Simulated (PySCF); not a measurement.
**Ionisation energy of Tb(56+) by level of theory**

Tb(56+) [He] 2s2 2p5 [2p1/2^2 2p3/2^3, M_J = 3/2] → Tb(57+) [He] 2s2 2p4 [2p1/2^2 2p3/2^2, M_J = 2], as a difference of total energies. All numbers are calculated (PySCF 2.14, the two-component X2C-1e Hamiltonian, in an even-tempered Gaussian basis (17 s from 37 bohr⁻², ratio 2.4; 13 p from 48 bohr⁻², ratio 2.4; 5 d from 170 bohr⁻², ratio 2.6; 4 f from 250 bohr⁻², ratio 2.6)). Correlated levels: nothing frozen; the 30 highest virtual spinors dropped. "Screened" scales the spin-orbit matrix elements by Boettger's factors to mimic the two-electron term; Breit and QED terms are absent.

```json
{"method": "GHF (spin-free)", "ionisation energy (eV)": "12195.5"}
{"method": "GMP2 (spin-free)", "ionisation energy (eV)": "12197.2"}
{"method": "GHF (screened spin-orbit)", "ionisation energy (eV)": "11969.3"}
{"method": "GMP2 (screened spin-orbit)", "ionisation energy (eV)": "11970.9"}
```

For this ion Breit and QED terms and the two-electron picture change, all absent here, outweigh the correlation shift from GHF to GMP2.

The spin-free rows relax to the high-spin LS determinant and lack the spin-orbit shift.

The labels give the starting determinants; with spin-orbit coupling the two ends relaxed to ⟨J²⟩ = 3.75, ⟨L²⟩ = 2.01, ⟨S²⟩ = 0.76 and ⟨J²⟩ = 6.00, ⟨L²⟩ = 3.26, ⟨S²⟩ = 1.38.

For comparison: 11957 ± 5 eV (theoretical estimate listed by NIST; NIST Atomic Spectra Database, ionization energies).
